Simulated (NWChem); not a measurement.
A series in which one site is exchanged, each optimised at PBE0/def2-SVP with NWChem, gas phase unless a solvent is named. All stand in one matching conformer (torsions within 35°), which need not be the lowest. 

A: [Cl][Al]([NH2])[Cl] (AlNH2Cl2; site = Al)
B: [NH2][Sc]([Cl])[Cl] (ScNH$_{2}$Cl$_{2}$; site = Sc)
C: NB(Cl)Cl (BNH₂Cl₂; site = B)
D: [NH2][Ga]([Cl])[Cl] (GaNH$_{2}$Cl$_{2}$; site = Ga)

**Question.** Rank them by orbital gap (eV), PBE0/def2-SVP, lowest first.

**Answer.** B (5.68), D (7.06), A (7.43), C (8.99)
